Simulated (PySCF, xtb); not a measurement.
H4SSi2, SMILES [SiH3][Si]S (connectivity only; charge and spin as stated), neutral, multiplicity 1. The values are those of a single conformer.

Harmonic wavenumbers (cm⁻¹) from GFN2-xTB in xtb 6.7.1 at its own minimum, in rising order: 76, 114, 241, 360, 372, 441, 507, 701, 789, 810, 856, 2143, 2145, 2205, 2437.

Problem. What does B3LYP-D3(BJ)/def2-TZVP run with PySCF 2.14.0 give at its own minimum? (Estimate from the structure and the level; the computed values follow.)

Solution. 60, 142, 359, 370, 474, 529, 535, 793, 882, 943, 944, 2185, 2193, 2203, 2618. Paired by order, the mean absolute difference is 71 cm⁻¹ and the zero-point energies are 20.3 and 21.8 kcal/mol.
